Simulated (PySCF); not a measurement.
Al2SiH6O4

Al2SiH6O4 is a molecule, neutral, singlet. The structure, one conformer, was relaxed in the gas phase by PBE0-D3(BJ)/def2-SVP. No frequency run checks that it is a minimum.

SMILES: [OH][Al]([OH])[O][Al]([OH])[SiH3]

```xyz
13

O     3.300   -1.265   -0.446
Al    2.079   -0.116   -0.712
O     2.533    1.427   -1.251
O     0.441   -0.453   -0.474
Al   -1.235   -0.368   -0.224
O    -2.318   -1.152   -1.277
Si   -2.180    0.817    1.675
H     3.148   -2.159   -0.139
H     3.449    1.662   -1.408
H    -2.079   -1.656   -2.057
H    -1.788    0.150    2.960
H    -3.674    0.870    1.624
H    -1.666    2.224    1.737
```
Atoms count from 1 in this order.

Shieldings: GIAO PBE0/pcSseg-1. Shifts are against computed references at the same level: H TMS (σ 31.27 ppm), Si TMS (σ 352.0 ppm). Core levels by delta-SCF with SCAN, pcX-2 on the ionised atom and pcseg-1 elsewhere, spin-free X2C (2p3/2 is the spin-free 2p value less a third of a first-order spin-orbit splitting); from the vacuum level, for chosen atoms.

(1) Give the NMR and core-level values of the distinct atoms.

(2) Which of O1, O4, O6 holds its core electrons tightest, and by how much against the loosest?

(3) By CAM-B3LYP/def2-SVPD (TDDFT singlets, Tamm-Dancoff triplets, ionisation by delta-SCF), where does absorption start, and what does vertical ionisation take?

Answers

(1) 
| atoms | bonded to | σ (ppm) | δ (ppm) | core level (eV) |
| --- | --- | --- | --- | --- |
| O1 | 1 Al + 1 H | 325.3 | - | 1s 538.18 |
| Al2 | 3 O | 476.3 | - | - |
| O3 | 1 Al + 1 H | 330.7 | - | - |
| O4 | 2 Al | 258.1 | - | 1s 537.02 |
| Al5 | 2 O + 1 Si | 433.3 | - | 2p3/2 80.36 |
| O6 | 1 Al + 1 H | 277.9 | - | 1s 537.83 |
| Si7 | 1 Al + 3 H | 489.0 | -137.0 | 2p3/2 106.31 |
| H8 | 1 O | 30.18 | 1.09 | - |
| H9 | 1 O | 30.16 | 1.11 | - |
| H10 | 1 O | 29.27 | 1.99 | - |
| H11 H12 H13 | 1 Si | 28.20 | 3.06 | - |

Values are those of this one static structure, with the three H of a rotating XH3 group averaged; atoms that internal rotation interchanges would show their mean in an NMR spectrum.

(2) O1 (bonded to 1 Al + 1 H), by 1.15 eV over O4 (bonded to 2 Al).

(3) The lowest singlet lies at 6.24 eV (f 0.052), the strongest of the first 6 at 6.47 eV (f 0.214), the lowest triplet at 5.08 eV; vertical ionisation takes 10.13 eV.
